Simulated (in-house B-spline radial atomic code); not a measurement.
A fraction x of an electron is removed from 3p in K5+, starting from [Ne] 3s2 3p2 and keeping the highest spin. Method: scalar-relativistic (X2C) LDA PW92, spin-polarised, spherical fractional occupations, Fermi nucleus of rms radius 3.4349 fm. Calculated with a B-spline radial code for spherical atoms.

| x | E(x) - E(0) (eV) | 3p up level (eV) |
| --- | --- | --- |
| 0 | 0.0000 | -90.619 |
| 0.02 | 1.8159 | -90.974 |
| 0.16 | 14.7267 | -93.467 |
| 0.26 | 24.1627 | -95.255 |
| 0.41 | 38.6527 | -97.948 |
| 0.5 | 47.5411 | -99.571 |
| 0.56 | 53.5478 | -100.655 |
| 0.64 | 61.6581 | -102.103 |
| 0.87 | 85.6223 | -106.285 |
| 0.88 | 86.6861 | -106.467 |
| 1 | 99.5936 | -108.659 |

The exact functional would give a straight line between the two integer points. Deviations E(x) - E(0) - x[E(1) - E(0)], in eV: -0.176 at x = 0.02, -1.208 at x = 0.16, -1.732 at x = 0.26, -2.181 at x = 0.41, -2.256 at x = 0.5, -2.225 at x = 0.56, -2.082 at x = 0.64, -1.024 at x = 0.87, -0.956 at x = 0.88.

The curve lies below the straight line by up to 2.256 eV (at x = 0.5): convex, the delocalisation error that favours fractional charges.

Q: How well does Slater's transition state (minus the level at half occupation) give the ionisation energy?

A: It gives 99.571 eV against 99.594 eV from the two total energies; NIST lists 99.44 eV, ground level to ground level.
